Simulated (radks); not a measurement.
Results of a calculation; reference values are marked as such.
Neutral terbium inside a hard spherical wall (all orbitals vanish at R), configuration held at [Xe] 4f9 6s2 and not refilled when levels cross. Level of theory: scalar-relativistic Kohn-Sham, PBEsol, spin-polarised, spherical densities, point nucleus; open shells are filled with parallel spins first (spin-orbit coupling, left out, can overturn this in heavy ions) (a radial shooting solver on a logarithmic mesh with Libxc functionals). Eigenvalues in eV for spin up, with the zero of energy where the potential of the charges vanishes at infinity; a dash marks a level that is unbound or too diffuse for the functional's potential to be trusted. A positive occupied level is held by the wall or, in an anion where self-interaction has pushed it up, behind a barrier. The pressure on the wall is -dE/dV.

R (bohr)  E (hartree)  kinetic (hartree)    e(5s)    e(5p)   e(4f)   e(6s)  e(5d, empty)  e(6p, empty)  pressure (GPa)
free      -11705.1763          12598.452  -48.447  -25.541  -4.491  -3.797        -1.495        -1.178               0
12        -11705.1759          12598.456  -48.410  -25.505  -4.455  -3.770        -1.459        -1.078         0.00611
10        -11705.1736          12598.475  -48.274  -25.371  -4.321  -3.664        -1.333        -0.825          0.0595
8         -11705.1588          12598.568  -47.753  -24.859  -3.807  -3.194        -0.848         0.073           0.595
7         -11705.1320          12598.702  -47.150  -24.271  -3.210  -2.537        -0.261         1.209            1.96
6         -11705.0638          12598.996  -46.118  -23.278  -2.173  -1.134         0.819         3.492            6.91
4         -11704.2856          12601.946  -40.680  -18.136   3.729  10.934         7.682        20.826             156
2.5       -11697.1170          12627.727  -18.091    6.384  30.549  85.885        42.135        110.47            5470
2         -11683.5893          12671.393   12.805   42.718  61.736  192.11        90.091        227.50           27100
